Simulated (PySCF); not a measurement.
Gas-phase reaction: HCl + Ge3H8 → GeHCl + 2 GeH4

Energies from PySCF, thermal terms from the rigid-rotor harmonic-oscillator model, ideal gas at 1 bar. † marks an energy on the PBE0/def2-TZVP geometry and frequencies; other levels use their own. CCSD(T) freezes the core. 6-31G* has spherical d functions here. All species are closed-shell singlets. Ge: all electrons, no relativistic terms. GeHCl: computed as isolated molecules; such fragments, hydroxides, amides, oligomers or adducts are transient or little studied in the gas. CCSD(T) isn't extrapolated to the basis-set limit.

```tsv
level	ΔH°(298 K), kJ
BLYP/def2-TZVP†	47
CCSD(T)/def2-SVP†	91
HF/6-31G*	?
HF/def2-TZVP†	55
PBE0/def2-SVP†	?
```

Question: Some entries are withheld; supply them.

Answer: 
- HF/6-31G*, ΔH°(298 K), kJ: 55
- PBE0/def2-SVP†, ΔH°(298 K), kJ: 102
